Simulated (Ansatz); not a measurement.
`[Cl][InH][I]` + CH₃OH → `O[CH2][InH][I]` + HCl  (formal exchange of groups at the In–Cl bond)

Program: Ansatz. Geometries: PBE0-D4/def2-TZVP. ΔE: electronic, gas phase. CCSD(T)/CBS is the MP2 limit (def2-TZVPP, def2-QZVPP) plus CCSD(T) − MP2 in def2-TZVPP, frozen cores. This one scheme is used for every species. DFT in def2-TZVPP. Elements past krypton have def2 core potentials. For I, In outer-core shells are correlated without core-valence functions, which leaves a few kJ/mol of doubt a bond. One conformer a species, not always the lowest.

CCSD(T)/CBS gives +143.0 kJ/mol.

Task: Another level gave +142.0 kJ/mol. Which?
A. CAM-B3LYP-D4/def2-TZVPP
B. PBE-D4/def2-TZVPP
C. revPBE/def2-TZVPP
D. r2SCAN-D4/def2-TZVPP

Result: D. r2SCAN-D4 142.0, CAM-B3LYP-D4 146.4, PBE-D4 129.4, revPBE 137.7 kJ/mol.

Largest T1 diagnostic among the species: 0.012.

From r2SCAN to r2SCAN0 (25 % exact exchange), in def2-TZVPP and without D4, ΔE moves by +6.8 kJ/mol. Leaving LDA and LC-ωPBE aside and taking each functional with its dispersion term where it has one, the values, not all of them listed here, spread over 27.4 kJ/mol, from revPBE-D4 to BHLYP-D4. LDA lies −14.8 kJ/mol from PBE without D4.
